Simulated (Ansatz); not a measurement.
B$_{2}$FGeH$_{3}$O, SMILES `FB1[BH][GeH2][O]1`, relaxed with RKS PBE0-D4/def2-TZVP in Ansatz from a PBE-D4/def2-SVP geometry. The force threshold is 0.005 eV/Å; the program also tests the step.

Total charge 0; spin multiplicity 1.

Start:

```xyz
8

F     2.516   -0.879   -0.115
B     1.262   -0.416   -0.037
B    -0.296   -1.187   -0.158
Ge   -0.896    0.784    0.082
O     1.011    0.909    0.180
H    -0.824   -2.270   -0.266
H    -1.443    1.366    1.417
H    -1.330    1.694   -1.103
```

```tsv
step	energy (eV)	largest force (eV/Å)	largest move (Å)
1	-62673.8258	0.698	0.000
2	-62673.8552	0.351	0.022
3	-62673.8598	0.122	0.016
4	-62673.8601	0.106	0.006
5 (rejected)	-62673.8600	0.103	0.019
6	-62673.8609	0.013	0.009
7	-62673.8609	0.010	0.003
8	-62673.8611	0.026	0.013
9 (rejected)	-62673.8572	0.206	0.020
10	-62673.8611	0.001	0.010
11	-62673.8612	0.002	0.006
```

End:

```xyz
8

F     2.494   -0.877   -0.065
B     1.252   -0.413   -0.029
B    -0.302   -1.183   -0.154
Ge   -0.876    0.788    0.083
O     0.991    0.905    0.132
H    -0.812   -2.245   -0.297
H    -1.397    1.356    1.415
H    -1.351    1.669   -1.085
```

Hardware: 4 threads of an Arm Neoverse V2 on a shared host. Wall time 29 s, peak host memory 0.48 GiB.
